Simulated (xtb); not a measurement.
C$_{3}$H$_{8}$NO (SMILES CN(C)C=[OH+]), charge +1, singlet, geometry from GFN2-xTB. Base run: GFN0-xTB in xtb 6.7.1.

Input for xtb:
```
$ xtb mol.xyz --gfn 0 --chrg 1 --json

# file mol.xyz
13

C     -0.73167972    -1.14649548     0.58147152
N     -0.32749045     0.16294619     0.12467996
C     -1.27175011     1.22630015     0.36089755
C      0.80219514     0.36526470    -0.45731035
O      1.63846582    -0.60936410    -0.66156684
H     -0.93219996    -1.11495839     1.65241951
H      0.04658152    -1.87864371     0.38168376
H     -1.64787047    -1.44599768     0.07212058
H     -0.90275906     2.17745703    -0.01518407
H     -1.46261890     1.31766064     1.43103265
H     -2.21775428     0.99337170    -0.12983891
H      1.04430255     1.37695391    -0.77701860
H      2.46443317    -0.36197009    -1.10579244
```

The base run was repeated with changes; each row names its change, and settings that it needs were set with it.

```
change        ΔE vs base (kcal/mol)  HOMO-LUMO gap (eV)
------------  ---------------------  ------------------
base                          0.000                4.56
file = coord                  0.000                4.56
acc = 30                      0.000                4.56
etemp = 1000                  0.000                4.56
```
